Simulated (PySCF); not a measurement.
## Working out the excitation energy of I⁺

I⁺ [Kr] 4d10 5s2 5p4 (3P) → I⁺ [Kr] 4d10 5s1 5p5 (3P). Computed with PySCF 2.14 in aug-cc-pwCVDZ-PP with ECP28MDF (6s5p4d1f, 48 functions), with scalar relativity through the core potential. Frozen: nothing. Energies in hartree (1 hartree = 27.21139 eV):

```json
{"part": "UHF", "I⁺ (lower)": "-294.301917", "I⁺ (upper)": "-293.860142"}
{"part": "MP2 opposite-spin", "I⁺ (lower)": "-0.326257", "I⁺ (upper)": "-0.360633"}
{"part": "MP2 same-spin", "I⁺ (lower)": "-0.186862", "I⁺ (upper)": "-0.189242"}
```

Q: What does Hartree-Fock give?

A: (-293.860142) − (-294.301917) = 0.441775 hartree = 12.021 eV.

Q: What do MP2 and SCS-MP2 (6/5 opposite-spin, 1/3 same-spin) give?

A: The opposite-spin parts differ by -0.935 eV and the same-spin parts by -0.065 eV. MP2: 12.021 + (-0.935) + (-0.065) = 11.021 eV. SCS-MP2: 12.021 + 1.2 × (-0.935) + (-0.065)/3 = 10.877 eV.

Measured between the centres of the two terms (NIST): 9.986 eV, so MP2 (valence and next inner shell) is off by 1.035 eV.

A double-zeta basis recovers only part of the correlation energy.

What remains against the reference includes basis incompleteness and correlation beyond second order.
